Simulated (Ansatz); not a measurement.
Geometry optimisation, RKS LDA/def2-SVP in Ansatz.

Input:

```yaml
crystal:
  periodic: [false, false, false]
  atoms:
    - { symbol: Ga, position_ang: [0.054332, 0.292986, -0.060319] }
    - { symbol: Cl, position_ang: [0.067309, 0.424419, 2.149239] }
    - { symbol: Cl, position_ang: [1.909036, 0.766155, -0.958774] }
    - { symbol: H, position_ang: [-1.287006, 0.09074, -0.806493] }
    - { symbol: O, position_ang: [0.418897, -2.541744, 0.739864] }
    - { symbol: H, position_ang: [-0.496044, -2.88827, 0.737749] }
    - { symbol: H, position_ang: [0.473975, -2.050186, 1.601733] }
basis:
  gaussian: { orbitals: def2-SVP }
hamiltonian:
  xc: lda
relax:
  f_tol: 0.03
  max_steps: 50
```

Run as:

```bash
$ ansatz run input.yaml --threads 2 --pin off --max-ram 3072MiB --backend cpu --events-out ev --progress --plain --runs-dir out
```

**Question.** Where does it end, and by what steps?

**Answer.** The forces met the threshold. After 8 steps the energy has fallen by 0.717 eV; O5 moved furthest, 0.51 Å. Joined: Ga1–O5.

```tsv
step	energy less start (eV)	largest force component (eV/Å)	accepted
0	0.0000	0.990	yes
1	-0.2291	0.781	yes
2	-0.5104	1.030	yes
3	-0.6323	1.242	yes
4	-0.7016	0.460	yes
5	-0.7136	0.217	yes
6	-0.7161	0.054	yes
7	-0.7159	0.145	no
8	-0.7165	0.030	yes
```

```xyz
7
Properties=species:S:1:pos:R:3
Ga 0.058 -0.090 0.066
Cl 0.075 0.322 2.222
Cl 1.880 0.458 -0.898
H -1.310 -0.106 -0.672
O 0.397 -2.042 0.620
H -0.365 -2.640 0.475
H 0.406 -1.807 1.590
```

Whether the end is a true minimum wasn't checked by a vibrational analysis.

The run took 16 s on 2 threads of AMD EPYC 7R43 64-Core Processor (Zen 3), on a shared host, peak memory 0.15 GiB.
